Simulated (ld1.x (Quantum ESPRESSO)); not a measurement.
**Transferability test, TM potential for P (Z = 15)**

ld1.x (Quantum ESPRESSO) 7.5 input, shortened:

```
&input
   title='P', zed=15., rel=1, dft='BLYP', iswitch=3,
   config='[Ne] 3s2 3p3'
 /
 &inputp
   pseudotype=2, tm=.true., lloc=-2, rcloc=1.45,
   nlcc=.false.
 /
2
3S  1  0   2.00   0.00  1.60  1.60  0.0
3P  2  1   3.00   0.00  2.05  2.05  0.0
 &test
   configts(1)='3s2 3p3'
 /
```

Energies are relative to the spin-unpolarised reference configuration 3s2 3p3; without spin polarisation the order of configurations can differ from experiment.

| valence configuration | charge | ΔE all-electron (eV) | error AE − PS (meV) |
| --- | --- | --- | --- |
| 3s2 3p2 | +1 | 9.576 | +4.2 |
| 3s2 3p1 | +2 | 28.588 | +33 |
| 3s2 3p0 | +3 | 58.259 | +131 |
| 3s1 3p4 | 0 | 8.555 | +2.4 |
| 3s0 3p5 | 0 | 17.257 | +7.0 |
| 3s1 3p3 | +1 | 18.708 | +11 |

Q: What are ΔE and the potential's error for 3s1 3p0?

A: ΔE = 110.330 eV all-electron; the error (AE − PS) is +479 meV.

ld1.x printed “convergence not achieved” for 6 of the counted tests; their residual had stalled under 1e-8, short of the target of 1e-14.
